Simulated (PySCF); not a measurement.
Cl2H3InSi, SMILES [SiH3][In]([Cl])[Cl].

Coordinates come from a B3LYP-D3(BJ)/def2-SVP optimisation. The structure was generated by enumeration; whether it is a known compound was not checked. The def2 effective core potentials stand for the cores of In; spin–orbit coupling is left out.

These are M06-2X/def2-TZVP (PySCF) values and carry that method's errors.

The molecule is in vacuum.

```json
{
  "total_energy": "-1401.85449 hartree",
  "highest_occupied_level": "-9.34 eV",
  "lowest_empty_level": "-1.73 eV",
  "orbital_gap": "7.61 eV",
  "dipole_moment": "4.31 D",
  "quadrupole, principal values (traceless, Buckingham form, about the centre of nuclear charge)": "-10.08, 1.57, 8.51 D·Å",
  "mean_static_polarisability": "92.5 bohr³ (13.71 Å³)",
  "polarisability_principal_values": "64.6, 96.2, 116.7 bohr³"
}
```
